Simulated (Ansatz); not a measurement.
Start from `[CH3][SnH3]` and change one atom or group to get `[SnH3][CH2][SnH3]`.

Ansatz, PBE0-D4/def2-TZVP geometries, multiplicity 1. 

Elements past krypton have def2 core potentials.

```tsv
property	`[CH3][SnH3]`
HOMO–LUMO gap (PBE/def2-TZVPP) / eV	6.79
zero-point energy (PBE0-D4/def2-TZVP) / kJ/mol	146.9
HOMO energy (PBE/def2-TZVPP) / eV	-7.23
HOMO–LUMO gap (B3LYP/def2-TZVPP) / eV	8.19
HOMO energy (PBE0/def2-TZVPP) / eV	-8.41
LUMO energy (PBE0/def2-TZVPP) / eV	0.28
```

Problem. What does the change do to each property? (An estimate is asked.)

Solution. The calculation gave: 
| property | `[SnH3][CH2][SnH3]` | shift |
| --- | --- | --- |
| HOMO–LUMO gap (PBE/def2-TZVPP) / eV | 5.93 | -0.86 |
| zero-point energy (PBE0-D4/def2-TZVP) / kJ/mol | 174.3 | 27.4 |
| HOMO energy (PBE/def2-TZVPP) / eV | -6.91 | 0.32 |
| HOMO–LUMO gap (B3LYP/def2-TZVPP) / eV | 7.30 | -0.89 |
| HOMO energy (PBE0/def2-TZVPP) / eV | -8.00 | 0.41 |
| LUMO energy (PBE0/def2-TZVPP) / eV | -0.25 | -0.53 |

With PBE0 the HOMO rises by 0.41 eV and the LUMO falls by 0.53 eV, so the gap narrows by about 0.94 eV. PBE moves the HOMO by 0.32 eV and ωB97M-V by 0.50 eV. The zero-point energy changes by 27.4 kJ/mol with +9 modes.

B3LYP here is the variant with VWN-RPA as its local correlation; programs differ in this.
